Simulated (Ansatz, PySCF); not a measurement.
C3H2ClF3, SMILES F/C=C(/Cl)C(F)F. Atoms are numbered in the order given.

```xyz
9

F      0.8271    -2.0602     0.5239
C      1.1783    -0.7835     0.4654
C      0.3474     0.1979     0.0962
Cl     0.9355     1.8376     0.0793
C     -1.0995     0.0710    -0.3084
F     -1.4432    -1.2224    -0.4945
F     -1.9005     0.5861     0.6607
H      2.2197    -0.5985     0.7433
H     -1.2931     0.6307    -1.2411
```
Charge 0, spin multiplicity 1.

The structure is a stationary point at B3LYP-D3(BJ)/def2-SVP. The values are those of a single conformer.

Two levels are set side by side: PBE-D3(BJ)/def2-SVP (Ansatz, a program for electronic structure) and B3LYP-D3(BJ)/def2-SVP (Ansatz). Each level has its own optimised geometry; the coordinates shown are those of the second. Frequencies come from the Hessian of PySCF at each geometry. Differences are taken from unrounded values.

```csv
quantity,B3LYP-D3(BJ)
mean bond length (Å),1.353
bond F1–C2 (Å),1.325
bond C2–C3 (Å),1.338
bond C3–Cl4 (Å),1.742
bond C3–C5 (Å),1.508
bond C5–F6 (Å),1.351
bond C5–F7 (Å),1.359
bond C2–H8 (Å),1.094
bond C5–H9 (Å),1.105
highest harmonic wavenumber (cm⁻¹),3206
mean harmonic wavenumber (cm⁻¹),1027
zero-point energy (kcal/mol),30.84
```

Task: What does PBE-D3(BJ) give, and how far is it from B3LYP-D3(BJ)? (An estimate is asked for; the answer gives what the named calculation found.)

Result: 
```csv
quantity,PBE-D3(BJ),PBE-D3(BJ) minus B3LYP-D3(BJ)
mean bond length (Å),1.360,0.007
bond F1–C2 (Å),1.331,0.006
bond C2–C3 (Å),1.350,0.012
bond C3–Cl4 (Å),1.740,-0.002
bond C3–C5 (Å),1.511,0.003
bond C5–F6 (Å),1.360,0.009
bond C5–F7 (Å),1.368,0.009
bond C2–H8 (Å),1.103,0.009
bond C5–H9 (Å),1.116,0.011
highest harmonic wavenumber (cm⁻¹),3126,-80
mean harmonic wavenumber (cm⁻¹),993,-34
zero-point energy (kcal/mol),29.82,-1.02
```

Exact exchange shortens and stiffens bonds; PBE has none. Differences between two approximate levels are no errors against the true value.
